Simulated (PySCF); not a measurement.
Vertical excitation energies

Compound: C₅H₈NP.
Cartesian coordinates in Å at the GFN2-xTB level; atoms count from 1:
```xyz
15
C5H8NP angstrom
C      2.008    0.015    0.950
C      1.406    0.329   -0.186
P      0.149   -0.667   -1.043
C     -0.680   -1.495    0.387
C     -1.091    0.734   -1.310
C     -1.323    1.448   -0.093
N     -1.482    1.985    0.905
H      1.747   -0.862    1.519
H      2.787    0.633    1.366
H      1.719    1.204   -0.745
H     -0.864   -0.793    1.198
H     -1.623   -1.921    0.044
H     -0.047   -2.309    0.735
H     -2.024    0.301   -1.680
H     -0.686    1.408   -2.070
```

Computed with TDDFT PBE0/def2-SVPD, vertical, gas phase, core orbitals frozen in the response (PySCF).

| state | E (eV) | E (hartree) | f | \|μ\| (D) | main configurations (H = HOMO, L = LUMO) |
| --- | --- | --- | --- | --- | --- |
| S1 | 5.54 | 0.2036 | 0.164 | 2.79 | H→L (95%) |
| S2 | 6.01 | 0.2207 | 0.071 | 1.76 | H→L+1 (97%) |
| S3 | 6.46 | 0.2373 | 0.040 | 1.28 | H→L+2 (96%) |
| S4 | 6.72 | 0.2470 | 0.021 | 0.91 | H→L+3 (78%), H→L+4 (9%) |
| S5 | 6.88 | 0.2527 | 0.034 | 1.15 | H→L+4 (86%), H→L+3 (9%) |
| S6 | 7.20 | 0.2646 | 0.075 | 1.65 | H-1→L (35%), H-2→L (16%), H-4→L (14%) |
| S7 | 7.22 | 0.2652 | 0.043 | 1.26 | H→L+5 (46%), H-2→L (32%) |
| S8 | 7.36 | 0.2703 | 0.037 | 1.15 | H→L+5 (33%), H-2→L (30%), H-1→L (23%) |

Triplets (Tamm–Dancoff): T1 4.01 eV, H→L (74%), H-1→L (18%); T2 5.02 eV, H→L+1 (80%); T3 5.29 eV, H-1→L (48%), H→L (17%), H→L+3 (9%).

The lowest singlet lies at 5.54 eV (224 nm, ultraviolet) and is strong; its leading configuration is HOMO→LUMO (95%). The lowest level is also the most intense of those listed (f = 0.164). Löwdin shares by element: HOMO phosphorus 48%, carbon 35% or more (atoms not listed hold the other 17%); LUMO carbon 62% or more, phosphorus 13% (atoms not listed hold the other 25%). The oscillator strengths of these states sum to 0.485; summed over the whole spectrum of an exact calculation they would give the number of electrons, 60 (Thomas–Reiche–Kuhn). Weighted by f, the mean energy of these states is 6.37 eV. Orbital energies (eV): HOMO-3 -9.39, HOMO-2 -9.15, HOMO-1 -8.60, HOMO -6.98, LUMO -0.57, LUMO+1 0.15, LUMO+2 0.56. No computed singlet lies in the visible range (380 to 750 nm); the lowest, at 224 nm, stands 2.28 eV above its violet end (3.26 eV). The window holds the lowest 8 singlets.

Cost: about 90 s of CPU time on one thread; the machine was shared, so the figure is rough.

One conformer stands for the species.
